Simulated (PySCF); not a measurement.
C₃H₁₂GaN, neutral, multiplicity 1. Atoms are numbered in the order given.

```xyz
17

Ga     0.0000     0.0000     0.2094
C     -1.7081     0.9862     0.5044
H     -1.6864     2.0039     0.0799
H     -1.9022     1.0982     1.5841
H     -2.5786     0.4585     0.0799
C      1.7081     0.9862     0.5044
H      1.6864     2.0039     0.0799
H      2.5786     0.4585     0.0799
H      1.9022     1.0982     1.5841
C      0.0000    -1.9723     0.5044
H      0.0000    -2.1965     1.5841
H      0.8923    -2.4624     0.0799
H     -0.8923    -2.4624     0.0799
N      0.0000     0.0000    -1.9698
H      0.8233    -0.4754    -2.3381
H      0.0000     0.9507    -2.3381
H     -0.8233    -0.4754    -2.3381
```

The structure is a stationary point at PBE0-D3(BJ)/def2-SVP. The isomer is the one that the SMILES or the coordinates give; other isomers of the formula were not compared. Other conformers were not sampled.

These are PySCF with M06-2X/def2-TZVP values and carry that method's errors.

Symmetry labels are those of the subgroup Cs that the program uses (full group C3v).

Computed valence orbital energies around the gap with their symmetry:
| orbital | symmetry | energy (eV) |
|---|---|---|
| HOMO−7 | A' | -11.73 |
| HOMO−6 | A" | -11.73 |
| HOMO−5 | A" | -11.40 |
| HOMO−4 | A' | -11.40 |
| HOMO−3 | A" | -11.33 |
| HOMO−2 | A' | -10.07 |
| HOMO−1 | A" | -7.89 |
| HOMO | A' | -7.89 |
| LUMO | A' | 0.52 |
| LUMO+1 | A' | 1.91 |
| LUMO+2 | A' | 2.20 |
| LUMO+3 | A" | 2.20 |
